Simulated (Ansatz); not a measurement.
Hf2O8H8⁺, that is Hf2(OH)8 with one electron fewer. Charge 1, multiplicity 2. Geometry PBE-D4/def2-SVP, that of the neutral singlet; atoms count from 1.

```
atom   x (Å)   y (Å)   z (Å)
 Hf1   1.458  -1.001  -0.467
  O2   2.784   0.146  -1.382
  O3   2.590  -1.711   0.959
  O4   1.020  -2.523  -1.603
  O5  -0.141  -0.690   0.998
 Hf6  -1.561   0.856   0.388
  O7  -2.092   1.059   2.257
  O8  -1.377   2.763  -0.097
  O9  -3.109   0.088  -0.512
 O10   0.037   0.537  -1.064
 H11   3.750   0.216  -1.349
 H12   3.134  -1.889   1.734
 H13   1.170  -2.952  -2.456
 H14  -0.186  -1.149   1.853
 H15  -2.249   1.187   3.199
 H16  -1.652   3.592   0.322
 H17  -3.873   0.240  -1.085
 H18   0.296   1.231  -1.696
```

In the def2 sets Hf takes a core potential; there is no spin–orbit coupling.

Problem. Estimate the Mulliken populations from the PBE0/def2-TZVP orbitals of Ansatz.

Solution. 
| atom | charge (e) | spin (α − β) | d electrons |
| --- | --- | --- | --- |
| Hf1 | 1.63 | -0.08 | 1.59 |
| O2 | -0.59 | 0.24 | – |
| O3 | -0.59 | 0.23 | – |
| O4 | -0.65 | 0.08 | – |
| O5 | -0.76 | 0.06 | – |
| Hf6 | 1.64 | -0.07 | 1.59 |
| O7 | -0.59 | 0.23 | – |
| O8 | -0.62 | 0.17 | – |
| O9 | -0.63 | 0.14 | – |
| O10 | -0.77 | 0.02 | – |
| H11 | 0.37 | 0.00 | – |
| H12 | 0.36 | -0.01 | – |
| H13 | 0.36 | 0.00 | – |
| H14 | 0.37 | 0.00 | – |
| H15 | 0.36 | -0.01 | – |
| H16 | 0.36 | 0.00 | – |
| H17 | 0.36 | 0.00 | – |
| H18 | 0.38 | 0.00 | – |
Mulliken values and Mayer orders depend strongly on the basis.

Problem. Where does the spin sit?

Solution. Summed by element: Hf -0.15, O 1.18, H -0.03, of 1 unpaired in all. Largest on single atoms: O2 0.24, O3 0.23, O7 0.23.

Problem. And the Mayer bond orders between bonded heavy atoms (over 0.3)?

Solution. Hf1–O2 0.93 (1.98 Å); Hf1–O3 0.95 (1.95 Å); Hf1–O4 1.06 (1.95 Å); Hf1–O5 0.47 (2.19 Å); Hf1–O10 0.50 (2.18 Å); O5–Hf6 0.47 (2.19 Å); Hf6–O7 0.95 (1.95 Å); Hf6–O8 0.98 (1.98 Å); Hf6–O9 1.01 (1.95 Å); Hf6–O10 0.48 (2.18 Å).
